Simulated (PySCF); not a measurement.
Isomers of C7H11ClO, from PBE0-D3(BJ)/def2-SVP geometry optimisation, gas phase (PySCF). One conformer each, no zero-point energy, no frequencies.

Question: Which is lower in electronic energy at this level?
A. `[CH2:1]=[CH:2][CH2:3][C:4]([CH3:5])([CH3:6])[C:7](=[O:8])[Cl:9]` with C1–C2–C3–C4 -113°, C2–C3–C4–C5 -174°, C3–C4–C7–O8 125°: A = 1678, B = 1052, C = 912.0 MHz, dipole 2.70 D
B. `[O:1]=[C:2]([Cl:3])[CH:4]1[CH2:5][CH2:6][CH2:7][CH2:8][CH2:9]1` with O1–C2–C4–C5 127°, C2–C4–C5–C6 -71°, C4–C5–C6–C7 -56°, C5–C6–C7–C8 55°, C6–C7–C8–C9 -54°: A = 2379, B = 988.4, C = 842.5 MHz, dipole 2.76 D

Answer: B. That is `C1CCC(C(Cl)=O)CC1`, 26.4 kcal/mol below the other.

```tsv
SMILES	mapped SMILES	E (Eh)	relative (kcal/mol)	relative (kJ/mol)	dipole (D)
O=C(Cl)C1CCCCC1	[O:1]=[C:2]([Cl:3])[CH:4]1[CH2:5][CH2:6][CH2:7][CH2:8][CH2:9]1	-807.88441	0.0	0.0	2.76
C=CCC(C)(C)C(=O)Cl	[CH2:1]=[CH:2][CH2:3][C:4]([CH3:5])([CH3:6])[C:7](=[O:8])[Cl:9]	-807.84234	26.4	110.5	2.70
```

As drawn, the higher has a C=C bond outside aromatic rings and a quaternary carbon, which the lower lacks.
